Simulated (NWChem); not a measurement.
MgH2Se; SMILES [SeH][MgH]

```xyz
4

Mg     0.0170    -1.7548     0.0000
H      0.0284    -3.4570     0.0000
Se     0.0359     0.7012     0.0000
H     -1.4521     0.6750     0.0000
```
Atoms are numbered in this order, from 1.

Results from NWChem. Medium grid unless said otherwise, to which SCAN and Minnesota functionals are sensitive. Structure relaxed at the PBE-D3(BJ)/def2-SVP level. Total energies of different functionals are on different scales.

| level | energy (Ha) | highest occupied level (eV) | orbital gap (eV) | dipole (D) |
|---|---|---|---|---|
| B3LYP/def2-TZVP | -2602.9207 | -6.51 | 5.28 | 1.07 |
| PBE/def2-TZVP | -2602.3674 | -5.66 | 4.00 | 1.00 |
| M06/def2-TZVP | -2602.7701 | -6.66 | 5.46 | 1.04 |
| LC-BLYP (range parameter 0.33 per bohr)/def2-TZVP | -2602.3372 | -8.97 | 9.51 | 1.26 |
| TPSSh/def2-TZVP | -2602.8077 | -6.17 | 4.99 | 1.06 |
| B97-2/def2-TZVP | -2603.4953 | -6.49 | 5.54 | 1.11 |
| MN15/def2-TZVP | -2603.0893 | -7.39 | 6.77 | 1.17 |
| TPSS/def2-TZVP | -2602.8120 | -5.74 | 4.30 | 1.02 |
